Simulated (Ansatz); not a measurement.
System: InI, charge 0, triplet. This triplet is an excited state, 2.9 eV above the singlet at CCSD(T)/def2-QZVPP (Ansatz, an electronic-structure program). InI (SMILES [In][I], triplet).
B3LYP-D3(BJ)/def2-TZVP minimum from Ansatz:
```
In
I 1 2.8002
```
Charge 0, spin multiplicity 3.

Total energies in def2-TZVPP, 10 correlated electrons, 18 frozen orbitals. Open shells are spin-unrestricted; no spin-orbit coupling. Cores are frozen in correlated methods (noble-gas shells, and filled d and f shells in the p block). Past Kr the def2 sets carry scalar-relativistic core potentials. Spin-orbit terms, left out, reach several kcal/mol for Br and I, and more for heavier atoms. The spin of IIn ([In][I], triplet) was assumed, and the state is the lowest solution found for it.

| method | program | energy (Eh) | minus CCSDT(Q) (mEh) |
|---|---|---|---|
| HF | Ansatz | -485.87845 | 190.68 |
| MP2 | Ansatz | -486.03876 | 30.37 |
| CCSD | Ansatz | -486.05983 | 9.30 |
| CCSD(T) | Ansatz | -486.06782 | 1.31 |
| CCSDT(Q) | Ansatz | -486.06913 | 0.00 |

Rough core times of Ansatz's runs on a shared machine: CCSD(T) 90 s, CCSDT(Q) 10 min.
